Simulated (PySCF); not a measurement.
Molecule: `InChI=1S/F3HSSi/c1-5(2,3)4/h4H`.

Molfile (atoms numbered from 1):
```
F3HSSi
     RDKit          3D

  6  5  0  0  0  0  0  0  0  0999 V2000
   -1.2050   -0.1475    1.2378 F   0  0  0  0  0  0  0  0  0  0  0  0
   -0.4150   -0.1675   -0.1526 Si  0  0  0  0  0  4  0  0  0  0  0  0
   -0.8779    1.1489   -0.9340 F   0  0  0  0  0  0  0  0  0  0  0  0
   -0.8901   -1.4478   -0.9783 F   0  0  0  0  0  0  0  0  0  0  0  0
    1.6635   -0.2869    0.0738 S   0  0  0  0  0  0  0  0  0  0  0  0
    1.7308    0.9048    0.7102 H   0  0  0  0  0  0  0  0  0  0  0  0
  1  2  1  0
  2  3  1  0
  2  4  1  0
  2  5  1  0
  5  6  1  0
M  END
```

Geometry PBE0-D3(BJ)/def2-SVP throughout; GIAO in PySCF 2.14.0 with density-fitted response routines, gas phase, one conformer, non-relativistic; equivalent atoms averaged; functional PBE0.

For orientation, IGLO-III gives these shifts δ (against CFCl3, TMS, CS2 at the same level): F1/F3/F4 -125.2, Si2 -57.3, S5 -210.0, H6 0.82 ppm.

A run gave: F1/F3/F4 -123.1, Si2 -47.0, S5 -234.2, H6 1.01 ppm (shifts δ (against CFCl3, TMS, CS2 at the same level)).

Which basis set was used in that run?
A. pcSseg-0
B. pcSseg-1
C. aug-cc-pVDZ
D. def2-SVP
E. 6-31G

Results:

B. S5 tells them apart best: pcSseg-1 gives -234.2, 6-31G gives -202.6, pcSseg-0 gives -264.1, def2-SVP gives -203.4, aug-cc-pVDZ gives -204.7 ppm.
